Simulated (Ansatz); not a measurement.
Cost and result up the ladder for the cluster Li₄S₂ (6 atoms). Charge 0, multiplicity 1. Geometry: PBE0-D4/def2-TZVP.

```csv
atom,x (Å),y (Å),z (Å)
Li1,0.615,1.386,-3.234
Li2,-1.176,-0.158,-0.289
Li3,-0.606,-1.385,3.235
Li4,1.172,0.156,0.289
S5,-0.474,0.156,1.833
S6,0.469,-0.154,-1.833
```

Ansatz on 4 threads of Arm Neoverse V1 on a shared host. Times are rough, and most runs start from the orbitals of an earlier one. PBE0-D4/def2-TZVP serves as the yardstick here, not as an exact answer. Binding counts from free atoms at the same level (Li doublet, S triplet; other spins of the atoms weren't run), without zero-point energy or a counterpoise term.

LC-ωPBE has ω = 0.4 bohr⁻¹. Correlated methods freeze 10 core orbitals; core or outer-core shells of Li are correlated, in sets that lack core-valence functions. Another isomer (singlet) lies 0.24 eV lower at PBE0-D4/def2-TZVP; other spin states weren't run for this one.

Correlated methods converge slowly with the basis.

```
                         level  functions  binding energy per atom (eV)  difference from PBE0-D4/def2-TZVP (eV)
PBE-D4/def2-TZVP (with forces)        130                          2.52                                    0.04
             LC-ωPBE/def2-TZVP        130                          2.44                                   -0.04
           r2SCAN-D4/def2-TZVP        130                          2.53                                    0.05
            CCSD(T)/def2-TZVPP        160                          2.43                                   -0.05
           revPBE-D4/def2-TZVP        130                          2.44                                   -0.04
             PBE0-D4/def2-TZVP        130                          2.48                                    0.00
```

Q: Estimate how long each takes.

A: revPBE-D4/def2-TZVP 1.2 s; PBE0-D4/def2-TZVP 1.3 s; PBE-D4/def2-TZVP (with forces) 1.3 s; LC-ωPBE/def2-TZVP 1.4 s; r2SCAN-D4/def2-TZVP 2.6 s; CCSD(T)/def2-TZVPP 19 s. On shared hardware such times vary by a factor of up to 3.
